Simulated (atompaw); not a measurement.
## Which change was made? (As, PAW (atompaw))

atompaw 4.2.0.5 input, output lines left out:

```
As 33
GGA-PBESOL scalarrelativistic loggrid 1500 logderivrange -5 5 251
4 4 3 0 0 0
4 1 3
0 0 0
c
c
c
v
c
c
v
v
2
1.80 1.35 1.30 1.65
y
-0.3
n
y
0.25
n
y
2.05
n
custom rrkj vanderbiltortho sinc
3 0 troulliermartins
1.80
1.80
1.80
1.80
1.05
1.05
```

Cutoffs, loose and tight: the cutoffs (Ry, on a coarse ladder) from which the occupation-weighted sum of valence levels, in a spherical-Bessel basis at the reference potential, stays within 10 and 1 mRy of its value at 400 Ry. They see the waves, projectors and local potential, not the compensation charge or the core.

The base gives: outcome: generated; cutoff, loose: 140 Ry; cutoff, tight: 230 Ry; bound ghosts: s.

Problem. After one change the result is: outcome: generated; cutoff, loose: 70 Ry; cutoff, tight: 120 Ry; bound ghosts: none. Which change was it?
A. all radii scaled by about 1.10 (s 1.98, p 1.98, d 1.14 bohr); local potential troulliermartins scheme with l = 3 at 0 Ry, radius 1.42 bohr; augmentation sinc compensation charge, radius 1.48 bohr; PAW radius 1.98 bohr; waves and projectors: custom rrkj vanderbiltortho; core correction smooth core density matched at 1.80 bohr
B. all radii scaled by about 0.76 (s 1.36, p 1.36, d 0.80 bohr); local potential troulliermartins scheme with l = 3 at 0 Ry, radius 0.98 bohr; augmentation sinc compensation charge, radius 1.02 bohr; PAW radius 1.36 bohr; waves and projectors: custom rrkj vanderbiltortho; core correction smooth core density matched at 1.24 bohr
C. all radii scaled by about 1.27 (s 2.28, p 2.28, d 1.34 bohr); local potential troulliermartins scheme with l = 3 at 0 Ry, radius 1.64 bohr; augmentation sinc compensation charge, radius 1.72 bohr; PAW radius 2.28 bohr; waves and projectors: custom rrkj vanderbiltortho; core correction smooth core density matched at 2.10 bohr
D. all radii scaled by about 0.90 (s 1.62, p 1.62, d 0.94 bohr); local potential troulliermartins scheme with l = 3 at 0 Ry, radius 1.16 bohr; augmentation sinc compensation charge, radius 1.20 bohr; PAW radius 1.62 bohr; waves and projectors: custom rrkj vanderbiltortho; core correction smooth core density matched at 1.48 bohr

Solution. C. The others give: all radii scaled by about 0.76 (s 1.36, p 1.36, d 0.80 bohr); local potential troulliermartins scheme with l = 3 at 0 Ry, radius 0.98 bohr; augmentation sinc compensation charge, radius 1.02 bohr; PAW radius 1.36 bohr; waves and projectors: custom rrkj vanderbiltortho; core correction smooth core density matched at 1.24 bohr → outcome: generated; cutoff, loose: 260 Ry; cutoff, tight: over 300 Ry; bound ghosts: s, p | all radii scaled by about 1.10 (s 1.98, p 1.98, d 1.14 bohr); local potential troulliermartins scheme with l = 3 at 0 Ry, radius 1.42 bohr; augmentation sinc compensation charge, radius 1.48 bohr; PAW radius 1.98 bohr; waves and projectors: custom rrkj vanderbiltortho; core correction smooth core density matched at 1.80 bohr → outcome: generated; cutoff, loose: 110 Ry; cutoff, tight: 200 Ry; bound ghosts: s | all radii scaled by about 0.90 (s 1.62, p 1.62, d 0.94 bohr); local potential troulliermartins scheme with l = 3 at 0 Ry, radius 1.16 bohr; augmentation sinc compensation charge, radius 1.20 bohr; PAW radius 1.62 bohr; waves and projectors: custom rrkj vanderbiltortho; core correction smooth core density matched at 1.48 bohr → outcome: generated; cutoff, loose: 180 Ry; cutoff, tight: 300 Ry; bound ghosts: s.
